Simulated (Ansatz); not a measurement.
A run for Ansatz (a first-principles code): U-CAM-B3LYP/def2-TZVPP on AlZn, 2S+1 = 2, a spin state set in the input, which need not be the lowest, a point of a bond scan (R = 2.708 Å).

Ansatz 0.2 input:
```yaml
crystal:
  periodic: [false, false, false]
  atoms:
    - {symbol: Zn, position_ang: [0.00000000, 0.00000000, 0.00000000]}
    - {symbol: Al, position_ang: [0.00000000, 0.00000000, 2.70789800]}
basis:
  gaussian:
    orbitals: def2-TZVPP
    pivot_positions_ang: [[0.00000000, 0.00000000, 0.00000000], [0.00000000, 0.00000000, 2.70789800]]
hamiltonian:
  xc: {name: CAM-B3LYP}
magnetization: {spin_polarized: true, initial_magnetization: 1}
output: {forces: true, orbitals: {seedname: ./end}}
```

The head of its log:

```
WARN ansatz: RAYON_NUM_THREADS=2 ignored (pool sized by the plan → 2); use --threads N
Functional definition: CAM-B3LYP
integrals: 0.04 GiB planned
834 factors; their error is unknown
integrals: 0.07 GiB planned
169 factors; integrals over basis functions are off by at most 1.8e-5 eV
mean field: 0.59 GiB planned
mean field evaluation 1: about -55017.8282 eV, gradient 1.5e1 eV
mean field evaluation 2: about -55017.3460 eV, gradient 2.6e1 eV
```

### Question
Give the final energy of this run.

### Answer
-2021.8830 hartree.
